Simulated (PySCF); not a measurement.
Identify the compound

The spectra below were simulated for a compound C₆H₈Cl₂Si.

¹H NMR (300 MHz, computed): δ 6.56 (m, 1H), 6.37 (m, 1H), 6.21 (m, 1H), 5.74 (d, 1H), 2.94 (m, 1H), 2.92 (m, 1H), 2.63 (m, 1H), 2.50 (m, 1H).

¹³C{¹H} NMR (computed): δ 158.2 (C), 150.9 (C), 144.2 (CH2), 142.6 (CH), 41.1 (CH2), 28.9 (CH2).

PySCF calculation with PBE0/pcSseg-1 with gauge-including orbitals and geometry: GFN2-xTB; non-relativistic, one conformer, in vacuum.

References, each an isolated molecule treated in the same way: TMS for ¹H, ¹³C.

Question: What is the structure?

Answer: 
- The formula gives 3 degrees of unsaturation (1 ring in the answer).
- 6 carbon signals for 6 carbons: no two carbons are equivalent.
- Carbon types of the structure: 2 × C, 1 × CH, 3 × CH2, leaving 1 H on heteroatoms.
- δC 158.2, 150.9: fully substituted alkene carbon; the olefinic region.
- δC 144.2: terminal =CH2 carbon; as expected for a trigonal carbon in a double bond.
- δC 142.6: alkene CH; the olefinic region.
- δC 41.1, 28.9: allylic sp3 CH2; a saturated carbon with 2 carbon neighbours and no heteroatom attached.
- δH 6.56, 6.21: hydrogen on a terminal =CH2 carbon; a vinylic proton, deshielded by the sp2 carbon and the C=C anisotropy.
- δH 6.37: hydrogen on an alkene CH; a vinylic proton, deshielded by the sp2 carbon and the C=C anisotropy.
- δH 2.94, 2.92, 2.63, 2.50: hydrogen on an allylic sp3 CH2; allylic position.

Structure: `C=C[Si@H](Cl)C1=C(Cl)CC1`.

The data come from this structure; uniqueness wasn't tested.

Carbons that carry Cl, above all several Cl atoms, come out too deshielded, partly because spin–orbit coupling is missing. Shifts are as computed. Against solution values, carbons near 30 ppm lie about +3 ppm off and those near 130 ppm about +5 ppm; carbons on Cl a further +6 ppm. Of 1211 compounds with measured shifts, 218 miss one by over three times the rms of a fit or turn the order of signals round; such compounds aren't used in these exercises. No couplings were computed; multiplicities are counted from neighbouring protons, with m where these are inequivalent, close in shift, in a saturated or five-membered ring or joined by F or P, and br s for small geminal =CH2 splittings.
